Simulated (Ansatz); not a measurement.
The same path of ClF3Si + H (6 atoms, charge 0, multiplicity 2) was run twice with different band settings. Lost on the way: Si1–Cl2. Made: Cl2–H6.

Theory: UKS PBE0/def2-SVP (Ansatz 0.2.0).

Relaxed end points:

```xyz
6
Properties=species:S:1:pos:R:3
Si 0.014 0.000 -0.197
Cl 0.082 0.000 1.812
F 1.485 0.000 -0.804
F -0.751 1.291 -0.728
F -0.751 -1.291 -0.728
H -0.078 0.000 5.486
```

```xyz
6
Properties=species:S:1:pos:R:3
Si -0.347 0.271 -0.027
Cl -0.565 -0.260 3.206
F 1.124 0.299 0.655
F -0.211 1.079 -1.414
F -0.656 -1.264 -0.395
H 0.656 -0.125 2.817
```

Common settings: movable images 7; climbing image yes; spring 5.0 eV/Å²; optimiser quadratic models (default); force threshold 0.05 eV/Å; iteration limit 60; end points relaxed.

| run | start path |
| --- | --- |
| 1 | through a guess of the saddle point |
| 2 | straight line |

Problem. What does each run give, and how far can it be trusted?

Solution. Run 1: converged after 29 iterations, highest image 0.955 eV above the first end. A vibrational analysis at the climbing image gives one clearly imaginary mode, 423i cm⁻¹: a first-order saddle point.
Run 2: converged after 17 iterations, highest image 0.955 eV above the first end. Another band between the same ends (7 images) ends at a top of the same energy, where a vibrational analysis finds 1 clearly imaginary mode.
